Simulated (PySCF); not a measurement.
V(OH)4: what the settings change

V(OH)4 holds V(IV), d1, at total charge 0. The structure is a PBE0-D3(BJ)/def2-TZVP geometry optimised for multiplicity 2; coordination tetrahedral, point group S4, metal–donor distances 1.77 Å.

```
9

V     0.000    0.000    0.000
O     1.023    1.023    1.026
H     0.658    1.825    1.414
O    -1.023   -1.023    1.026
H    -0.658   -1.825    1.414
O    -1.023    1.023   -1.026
H    -1.825    0.658   -1.414
O     1.023   -1.023   -1.026
H     1.825   -0.658   -1.414
```

Method (PySCF 2.14, density fitting): CASSCF(1,5) with orbitals averaged over all microstates of the shell, strongly contracted NEVPT2 on the averaged canonical orbitals; basis x2c-TZVPall on the metal, x2c-SVPall elsewhere; spin-free X2C; gas phase; spin-orbit coupling by state interaction with the mean-field operator over all roots.

Base run: NEVPT2 ground state 2B (from 2E), next 2A (from 2E) at 7076, then 2E (from 2T2) at 16967 cm⁻¹, 10Dq(NEVPT2) 13778, ζ 176 cm⁻¹, g 1.933 1.984 1.984, μeff(300 K) 1.73 μB.

Q: What happens with the basis x2c-TZVPall on all atoms?

A: NEVPT2 ground state 2B (from 2E), next 2A (from 2E) at 6925, then 2E (from 2T2) at 16382 cm⁻¹, 10Dq(NEVPT2) 13259, ζ 177 cm⁻¹, g 1.931 1.983 1.983, μeff(300 K) 1.73 μB. It took 12 s against 5.4 s on a shared host of the same kind.

Charge-transfer states lie outside this active space and may come lower than some of these levels. NEVPT2 lifts 2A (from 2E) from 5313 to 7076 cm⁻¹; on the d shell alone such lifts tend to overshoot. An active orbital has only 0.75 squared overlap with the free ion's shell, so the metal shell alone is a small active space here. NEVPT2 on the d shell alone tends to put d–d bands too high for such charged or covalently bound ions.
